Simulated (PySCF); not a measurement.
## Palladium: a sound run and one with changed settings

Sound run: Pd⁺ [Kr] 4d9, Pd²⁺ [Kr] 4d8. Calculation: PySCF 2.14, in aug-cc-pVDZ-PP with ECP28MDF (5s5p4d2f, 54 functions); a scalar-relativistic core potential. The sound run starts from symmetry-adapted Hartree-Fock orbitals and uses a fine grid where one is needed.

Changed run: basis STO-3G, all-electron and non-relativistic. This setting is unsound on purpose.

| species | method | sound run (hartree) | changed run (hartree) | converged |
| --- | --- | --- | --- | --- |
| Pd⁺ | UHF | -126.37647 | -4888.95469 | yes |
| Pd⁺ | PBE | -127.13322 | -4890.17383 | yes |
| Pd⁺ | PBE0 | -127.12441 | -4890.48697 | yes |
| Pd²⁺ | UHF | -125.73796 | -4888.69552 | yes |
| Pd²⁺ | PBE | -126.41097 | -4889.86134 | yes |
| Pd²⁺ | PBE0 | -126.41226 | -4890.17214 | yes |

Ionisation energy of Pd⁺:

```csv
method,sound run (eV),changed run (eV)
UHF,17.375,7.052
PBE,19.653,8.503
PBE0,19.378,8.567
```

A minimal basis cannot let orbitals breathe on ionisation and holds almost no correlation. The Hamiltonian changed with the basis, so the totals do not compare.

For comparison, NIST gives 19.43 ± 0.12 eV between the lowest levels.
